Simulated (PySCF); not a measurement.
C3H9NSi, SMILES C1CN[C@H]1[SiH3].

Geometry: PBE0-D3(BJ)/def2-SVP. The structure was generated by enumeration; whether it is a known compound was not checked.

Calculation: PySCF with PBE/def2-TZVP.

Task: Estimate the frontier levels, gap, dipole moment and polarisability. (The exact figures need the calculation; the answer reports its results.)

Result: 
The highest occupied level comes out as -5.09 eV and the lowest empty level comes out as -0.08 eV. The orbital gap comes out as 5.00 eV, the dipole moment comes out as 1.78 D and the quadrupole, principal values (traceless, Buckingham form, about the centre of nuclear charge) is -2.65, -1.07, 3.72 D·Å. The mean static polarisability comes out as 72.9 bohr³ (10.80 Å³) and the polarisability, principal values comes out as 64.2, 67.4, 86.9 bohr³.
